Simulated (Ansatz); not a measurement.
C₃H₄F₄O, SMILES `OCC(F)(F)C(F)F`, 12 atoms. The species carries charge 0 and has multiplicity 1. Hardware: A = 2 threads of an AMD EPYC 7R13 on a shared host and a share of an NVIDIA H100 80 GB; B = 2 threads of an AMD EPYC 7R13 on a shared host. Correlated methods freeze the cores. Open-shell runs search over several starts.

Problem. Give the basis size and wall time and peak host memory of each of these runs in Ansatz. UKS r2SCAN-D4/def2-TZVPP energy of the cation [A]; RKS ωB97M-V/def2-SVP energy [B]; UKS B3LYP-D4/def2-TZVPP energy of the cation [A]; RHF-CCSD(T)/def2-TZVPP energy [A]; RKS r2SCANh-D4/def2-TZVPP energy [A]; RKS PBE0-D4/def2-QZVPP energy [A]; UKS ωB97X-V/def2-TZVPP energy of the cation [A]; UKS PBE0-D4/def2-TZVPP energy of the cation [A]; RKS ωB97M-V/def2-TZVPP energy and forces [A]; RKS ωB97M-V/def2-QZVPP energy [A]; RKS B3LYP-D4/def2-TZVPP energy and forces [A]; RHF-MP2/def2-QZVPP energy [A]. (Best estimate.)

Solution. Ansatz gave: Other jobs shared the machine, so times are rough.

```tsv
level	job	functions	wall time	peak host memory (GiB)
RKS PBE0-D4/def2-QZVPP	energy [A]	576	2.7 s	1.2
UKS PBE0-D4/def2-TZVPP	energy of the cation [A]	304	2.9 s	0.92
UKS B3LYP-D4/def2-TZVPP	energy of the cation [A]	304	3.1 s	0.92
RKS r2SCANh-D4/def2-TZVPP	energy [A]	304	3.2 s	0.89
RKS ωB97M-V/def2-TZVPP	energy and forces [A]	304	3.4 s	0.97
RKS B3LYP-D4/def2-TZVPP	energy and forces [A]	304	3.8 s	0.92
RKS ωB97M-V/def2-QZVPP	energy [A]	576	4.3 s	1.2
UKS r2SCAN-D4/def2-TZVPP	energy of the cation [A]	304	4.9 s	0.98
UKS ωB97X-V/def2-TZVPP	energy of the cation [A]	304	5.5 s	1.1
RHF-MP2/def2-QZVPP	energy [A]	576	6 s	1.2
RKS ωB97M-V/def2-SVP	energy [B]	132	7.5 s	0.53
RHF-CCSD(T)/def2-TZVPP	energy [A]	304	9.6 s	0.9
```

B3LYP here is the variant with VWN-RPA as its local correlation; programs differ in this.
